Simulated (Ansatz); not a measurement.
`CO[SiH](N)Cl` + `[NH2][V]([NH2])(=[O])[OH]` → `CO[SiH](O)Cl` + `[NH2][V]([NH2])([NH2])=[O]`  (redistribution)

Calculated with Ansatz (gas phase, PBE0-D4/def2-TZVP geometries, no zero-point term in ΔE). CCSD(T)/CBS is the MP2 limit (def2-TZVPP, def2-QZVPP) plus CCSD(T) − MP2 in def2-TZVPP, frozen cores. Functionals use def2-TZVPP. B3LYP here is the variant with VWN-RPA as its local correlation; programs differ in this. For V outer-core shells are correlated without core-valence functions, which leaves a few kJ/mol of doubt a bond. Scalar relativity is left out up to krypton. One conformer a species, not always the lowest.

`CO[SiH](N)Cl`:

Cartesian coordinates in Å:
```
C 1.217 1.425 -0.396
O 0.521 0.218 -0.617
Si -0.630 -0.371 0.378
N -1.235 -1.864 -0.131
Cl 0.220 -0.632 2.236
H 1.855 1.354 0.490
H 0.529 2.268 -0.267
H 1.844 1.619 -1.267
H -1.732 0.608 0.500
H -1.897 -1.918 -0.888
H -0.693 -2.707 -0.038
```

`[NH2][V]([NH2])(=[O])[OH]`:

```xyz
10

N     0.045    1.409    0.875
V    -0.381   -0.122   -0.037
N     1.007   -1.318   -0.068
O    -1.536   -0.801    0.750
O    -0.800    0.310   -1.713
H     0.769    2.052    0.586
H    -0.343    1.663    1.769
H     1.014   -2.191    0.436
H     1.894   -1.137   -0.514
H    -1.668    0.135   -2.084
```

`CO[SiH](O)Cl`:

```xyz
10

C     0.399    1.546    0.387
O    -0.494    0.524    0.001
Si   -0.203   -1.073    0.023
O    -1.423   -1.847   -0.711
Cl    1.586   -1.410   -0.938
H     1.334    1.488   -0.178
H    -0.079    2.505    0.183
H     0.627    1.490    1.456
H    -0.092   -1.629    1.382
H    -1.655   -1.593   -1.606
```

`[NH2][V]([NH2])([NH2])=[O]`:

```xyz
11

N    -0.609    1.623    0.207
V     0.165    0.064   -0.389
N     1.506   -0.440    0.765
N    -1.107   -1.263   -0.475
O     0.766    0.295   -1.810
H    -0.461    2.517   -0.236
H    -1.424    1.643    0.801
H     2.423   -0.724    0.455
H     1.513   -0.196    1.744
H    -1.486   -1.609   -1.344
H    -1.285   -1.908    0.281
```

```tsv
level	ΔE (kcal/mol)	difference from CCSD(T)/CBS
PBE-D4	1.4	1.5
r2SCAN-D4	1.1	1.2
PBE0-D4	1.0	1.1
B3LYP-D4	0.6	0.7
ωB97X-V	1.3	1.4
ωB97M-V	0.8	0.9
B2PLYP	0.4	0.5
PBE	1.4	1.5
r2SCAN	1.2	1.3
PBE0	1.1	1.2
B3LYP	0.7	0.8
HF/def2-TZVPP	0.2	0.3
MP2/def2-TZVPP	-0.1	0.0
SCS-MP2/def2-TZVPP	-0.1	0.0
CCSD/def2-TZVPP	-0.1	0.0
CCSD(T)/def2-TZVPP	-0.1	0.0
HF/def2-QZVPP	0.1	0.2
MP2/def2-QZVPP	-0.1	0.0
SCS-MP2/def2-QZVPP	-0.1	0.0
HF/CBS(def2)	0.1	0.2
MP2/CBS(def2)	-0.1	0.0
CCSD/CBS(def2)	-0.1	0.0
CCSD(T)/CBS	-0.1	0
```

Largest T1 diagnostic among the species: 0.032, so the coupled-cluster value is less sure than usual.
